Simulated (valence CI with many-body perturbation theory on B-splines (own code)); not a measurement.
# E1 line list for Ho54+

Level of theory: relativistic CI+MBPT: three valence electrons over a frozen Dirac-Fock core [Ne], a basis of 11 s, 11 p, 9 d, 7 f, 5 g, 2 h, 1 i functions for each j, with the one-electron correlation potential Σ1, the two-electron term Σ2, the three-electron term Σ3, Breit, model QED; selected CI, second order for the rest (own B-spline code, finite nucleus).

The last digits are not significant, and no measured levels were compared; by estimate large intervals hold to a few tenths of a per cent, small ones and those within an open d or f shell to about a per cent.

Lines 51 to 100 of 257 in falling wavelength, among levels below 1063.5 eV, chosen from the strongest by gf and those to the six lowest levels. Wavelengths and rates use the calculated energies. Electric multipoles are in the length gauge, E1 and E2 with the static RPA response of the core. Weak lines are less certain than strong ones. Lines between different terms over intervals too small for the method are left out, as are lines whose strength nearly cancels. The highest levels of a list are the least certain.

Levels are named by their leading jj configuration (3d3/2^4 stands for four electrons in 3d with j = 3/2), which in mixed levels can hold well under half, so a name can repeat and another be missing. Letters in brackets count levels of one name in rising energy.

```tsv
λ vac (Å)	Upper	Lower	A (s⁻¹)	log gf	Branch %
54.30	(3s 3d3/2 3d5/2) J=3/2 [b]	(3s 3p3/2 3d3/2) J=1/2 [b]	4.44e+10	-1.11	3.1
54.17	(3s 3p1/2 3d3/2) J=3/2 [b]	(3s 3p1/2 3p3/2) J=3/2 [a]	4.83e+09	-2.07	0.3
54.07	(3s 3d3/2 3d5/2) J=5/2 [b]	(3s 3p3/2 3d3/2) J=5/2 [b]	3.55e+10	-1.03	2.3
54.04	(3s 3d3/2 3d5/2) J=7/2 [b]	(3s 3p3/2 3d3/2) J=5/2 [b]	1.26e+11	-0.36	13.2
53.90	(3s 3d3/2 3d5/2) J=9/2	(3s 3p3/2 3d5/2) J=9/2	1.46e+10	-1.20	1.3
53.15	(3p1/2 3p3/2 3d5/2) J=3/2 [a]	(3p1/2 3p3/2^2) J=3/2	6.17e+10	-0.98	7.6
52.67	(3s 3p1/2 3d5/2) J=3/2	(3s 3p1/2 3p3/2) J=1/2	1.16e+11	-0.71	25.7
52.17	(3s 3d3/2 3d5/2) J=1/2	(3s 3p3/2 3d3/2) J=1/2 [b]	1.28e+11	-0.98	7.2
52.12	(3s 3p1/2 3d5/2) J=5/2 [a]	(3s 3p1/2 3p3/2) J=5/2	5.77e+09	-1.85	3.1
51.92	(3p1/2 3p3/2 3d5/2) J=5/2 [a]	(3p1/2 3p3/2^2) J=5/2	4.02e+10	-1.01	4.3
51.79	(3s 3p1/2 3d5/2) J=5/2 [b]	(3s 3p1/2 3p3/2) J=3/2 [b]	9.36e+10	-0.65	56.2
51.04	(3s 3d3/2 3d5/2) J=5/2 [b]	(3s 3p3/2 3d3/2) J=3/2 [b]	9.27e+10	-0.66	6.1
50.78	(3s 3p1/2 3d5/2) J=3/2	(3s 3p1/2 3p3/2) J=3/2 [b]	4.11e+10	-1.20	9.1
50.75	(3s 3d3/2^2) J=5/2	(3p1/2 3p3/2^2) J=5/2	3.15e+10	-1.14	1.7
50.73	(3s 3p3/2 3d5/2) J=5/2 [a]	(3s 3p3/2^2) J=5/2	1.33e+11	-0.51	27.8
50.42	(3p1/2 3p3/2 3d5/2) J=1/2	(3p1/2 3p3/2^2) J=1/2	2.01e+11	-0.81	22.8
50.40	(3s 3d3/2 3d5/2) J=3/2 [b]	(3s 3p3/2 3d3/2) J=3/2 [b]	9.01e+10	-0.86	6.3
50.34	(3s 3p3/2 3d5/2) J=1/2	(3s 3p3/2^2) J=1/2	2.60e+11	-0.70	49.4
50.17	(3s 3d3/2 3d5/2) J=7/2 [a]	(3s 3p3/2 3d3/2) J=5/2 [a]	1.54e+11	-0.33	12.6
49.93	(3p1/2 3p3/2 3d5/2) J=3/2 [b]	(3p1/2 3p3/2^2) J=1/2	1.20e+11	-0.75	12.2
49.73	(3s 3p1/2 3d5/2) J=7/2	(3s 3p1/2 3p3/2) J=5/2	1.14e+11	-0.47	87.0
49.70	(3s^2 3d5/2) J=5/2	(3s^2 3p3/2) J=3/2	1.76e+11	-0.41	100.0
49.54	(3p1/2^2 3d5/2) J=5/2	(3p1/2^2 3p3/2) J=3/2	8.78e+10	-0.71	39.3
49.41	(3p1/2 3p3/2 3d5/2) J=5/2 [b]	(3p1/2 3p3/2^2) J=3/2	3.32e+11	-0.14	33.6
49.32	(3s 3p3/2 3d5/2) J=5/2 [b]	(3s 3p3/2^2) J=3/2	3.62e+11	-0.10	25.0
49.18	(3p1/2 3p3/2 3d5/2) J=7/2 [b]	(3p1/2 3p3/2^2) J=5/2	2.33e+11	-0.17	39.0
48.98	(3s 3p3/2 3d5/2) J=7/2 [a]	(3s 3p3/2^2) J=5/2	1.83e+11	-0.28	51.4
48.90	(3s 3p1/2 3d5/2) J=5/2 [a]	(3s 3p1/2 3p3/2) J=3/2 [a]	1.77e+11	-0.42	95.4
48.83	(3s 3d3/2 3d5/2) J=5/2 [a]	(3s 3p3/2 3d3/2) J=3/2 [a]	1.67e+11	-0.45	13.9
48.64	(3p1/2 3p3/2 3d5/2) J=5/2 [b]	(3p1/2 3p3/2^2) J=5/2	4.15e+10	-1.05	4.2
48.59	(3s 3p3/2 3d5/2) J=3/2 [b]	(3s 3p3/2^2) J=1/2	1.74e+11	-0.61	12.4
48.59	(3s 3p3/2 3d5/2) J=3/2 [a]	(3s 3p3/2^2) J=5/2	5.09e+10	-1.14	8.7
48.23	(3s 3d3/2 3d5/2) J=3/2 [a]	(3s 3p3/2 3d3/2) J=1/2 [a]	1.61e+11	-0.65	14.3
48.06	(3s 3d3/2 3d5/2) J=9/2	(3s 3p3/2 3d3/2) J=7/2	2.40e+11	-0.08	21.7
47.97	(3s 3d3/2 3d5/2) J=3/2 [a]	(3s 3p3/2 3d3/2) J=3/2 [a]	5.02e+10	-1.16	4.5
47.91	(3s 3p1/2 3d5/2) J=5/2 [b]	(3s 3p1/2 3p3/2) J=5/2	5.26e+10	-0.96	31.6
47.04	(3s 3p1/2 3d5/2) J=3/2	(3s 3p1/2 3p3/2) J=5/2	2.00e+10	-1.58	4.4
46.56	(3s 3d3/2 3d5/2) J=7/2 [b]	(3s 3p3/2 3d3/2) J=7/2	4.93e+10	-0.89	5.2
46.04	(3s 3p3/2 3d5/2) J=7/2 [b]	(3s 3p3/2^2) J=5/2	2.13e+11	-0.27	19.9
46.02	(3s 3d3/2 3d5/2) J=5/2 [b]	(3s 3p3/2 3d3/2) J=5/2 [a]	7.03e+10	-0.87	4.6
46.00	(3s 3d3/2 3d5/2) J=7/2 [b]	(3s 3p3/2 3d3/2) J=5/2 [a]	2.53e+10	-1.19	2.7
45.18	(3s 3p1/2 3d5/2) J=5/2 [b]	(3s 3p1/2 3p3/2) J=3/2 [a]	6.24e+09	-1.94	3.7
44.40	(3s 3p1/2 3d5/2) J=3/2	(3s 3p1/2 3p3/2) J=3/2 [a]	4.50e+10	-1.27	10.0
42.82	(3s 3p3/2 3d5/2) J=5/2 [b]	(3s 3p3/2^2) J=5/2	5.20e+10	-1.07	3.6
36.06	(3s 3p1/2 3p3/2) J=3/2 [a]	(3s^2 3p1/2) J=1/2	4.32e+09	-2.47	73.2
35.40	(3p1/2 3p3/2 3d5/2) J=7/2 [a]	(3s 3p1/2 3d5/2) J=5/2 [b]	5.13e+10	-1.11	7.1
35.35	(3s 3p3/2 3d5/2) J=5/2 [a]	(3s^2 3d5/2) J=5/2	2.07e+11	-0.63	43.2
34.84	(3s 3p3/2^2) J=5/2	(3s^2 3p3/2) J=3/2	3.54e+11	-0.41	100.0
34.84	(3p1/2 3p3/2 3d5/2) J=3/2 [a]	(3s 3p1/2 3d5/2) J=3/2	3.62e+11	-0.58	44.7
34.63	(3p1/2 3p3/2^2) J=3/2	(3s 3p1/2 3p3/2) J=1/2	5.70e+11	-0.39	37.8
```
